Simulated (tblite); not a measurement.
Isomers of C9H9N. Method: GFN2-xTB as coded in tblite; computed harmonic values from a numerical Hessian at the method's own geometry, unscaled. The method is semi-empirical: single wavenumbers can be off by several per cent or more. One conformer each.

Electronic energies: GFN2-xTB at the same geometries; isomer energies are rough at this level and their order can be wrong.

| SMILES | electronic energy, lowest = 0 (kJ/mol) |
| --- | --- |
| CCCCC#CC#CC#N | 234.9 |
| C#CC=C=C(C#C)N(C)C | 371.7 |
| C=C/C=C/C=C/C=C/C#N | 180.0 |
| C=C/C=C/c1ccncc1 | 0.0 |

Question: How do GFN2-xTB zero-point energies change the relative energies?

Answer: 
```tsv
SMILES	ZPE (kJ/mol)	of it from modes above 1550 cm⁻¹	electronic (kJ/mol)	with ZPE, lowest = 0 (kJ/mol)	lowest mode (cm⁻¹)	rings
C=C/C=C/c1ccncc1	393.5	194.7	0.0	0.0	30	1
C=C/C=C/C=C/C=C/C#N	384.7	217.8	180.0	171.2	43	0
CCCCC#CC#CC#N	389.5	202.0	234.9	230.9	38	0
C#CC=C=C(C#C)N(C)C	377.4	203.8	371.7	355.6	51	0
```

The zero-point energies span 16.1 kJ/mol, from `C#CC=C=C(C#C)N(C)C` to `C=C/C=C/c1ccncc1`. The order is unchanged.

Question: What do entropy and thermal enthalpy add at 298.15 K and 1 bar (rigid rotor, harmonic oscillator, one conformer each)?

Answer: 
```json
{"SMILES": "C=C/C=C/c1ccncc1", "point group": "Cs", "symmetry number": "1", "S (J/(mol K))": "401.1", "H − H(0) (kJ/mol)": "26.78", "ZPE + H − H(0) − TS (kJ/mol)": "300.7"}
{"SMILES": "C=C/C=C/C=C/C=C/C#N", "point group": "Cs", "symmetry number": "1", "S (J/(mol K))": "432.7", "H − H(0) (kJ/mol)": "31.19", "ZPE + H − H(0) − TS (kJ/mol)": "286.9"}
{"SMILES": "CCCCC#CC#CC#N", "point group": "Cs", "symmetry number": "1", "S (J/(mol K))": "454.1", "H − H(0) (kJ/mol)": "33.40", "ZPE + H − H(0) − TS (kJ/mol)": "287.5"}
{"SMILES": "C#CC=C=C(C#C)N(C)C", "point group": "C1", "symmetry number": "1", "S (J/(mol K))": "454.4", "H − H(0) (kJ/mol)": "34.63", "ZPE + H − H(0) − TS (kJ/mol)": "276.6"}
```
